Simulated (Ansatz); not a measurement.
Ansatz (an electronic-structure program) input (RI-MP2/def2-TZVPP):
A basis named .json is the Basis Set Exchange file of that set.

Ansatz 0.2 input:
```yaml
crystal:
  periodic: [false, false, false]
  atoms:
    - {symbol: Si, position_ang: [-0.05837491, -0.72753166, 0.10780177]}
    - {symbol: C, position_ang: [-1.64861020, -1.59020423, 0.33777515]}
    - {symbol: C, position_ang: [1.41889832, -1.84769887, 0.16853674]}
    - {symbol: Br, position_ang: [0.13918127, 0.83753595, 1.70235370]}
    - {symbol: Br, position_ang: [-0.10081168, 0.32727477, -1.87124938]}
    - {symbol: H, position_ang: [-2.59562911, -1.06491693, 0.32637045]}
    - {symbol: H, position_ang: [-1.70628788, -2.66147494, 0.49461128]}
    - {symbol: H, position_ang: [1.34970599, -2.60058072, -0.61888584]}
    - {symbol: H, position_ang: [1.46759592, -2.34992895, 1.13654834]}
    - {symbol: H, position_ang: [2.33719956, -1.27861178, 0.02560848]}
basis:
  gaussian:
    orbitals: def2-TZVPP
    fitting: {mean_field: def2-universal-jkfit, correlation: def2-TZVPP-RIFIT.json}
magnetization: {spin_polarized: true, initial_magnetization: 1}
correlation: {method: mp2, electrons: outside_noble_gas}
```

Output:

```
Functional definition: HF
integrals: 0.50 GiB planned
900 factors; integrals over basis functions are off by at most 9.5e-1 eV
743 factors; integrals over basis functions are off by at most 1.2e2 eV
1.44 GiB of device memory are held for the factors and their scratch space
mean field: 1.99 GiB planned
mean field evaluation 1: about -150000.9914 eV, gradient 2.2e1 eV
mean field evaluation 2: about -150003.4831 eV, gradient 8.2e0 eV
mean field evaluation 4: about -150003.9201 eV, gradient 6.3e-1 eV
mean field evaluation 8: about -150003.9277 eV, gradient 2.9e-6 eV
mean field -150003.92765833 eV, -5512.5426651297 hartree, gradient 2.9e-6 eV, S^2 0.760932; 0 other end points of the search recorded, 0 dependent functions left out
35 core orbitals not correlated
reference -150003.92765833 eV, -5512.5426651297 hartree; 16, 15 occupied and 219, 220 virtual orbitals, 743 factors
second order -20.55879913 eV of doubles, -0.00000000 eV of singles
Total energy: -150024.48645746 eV, -5513.2981870624 hartree
```

It need not be the lowest isomer of its formula.
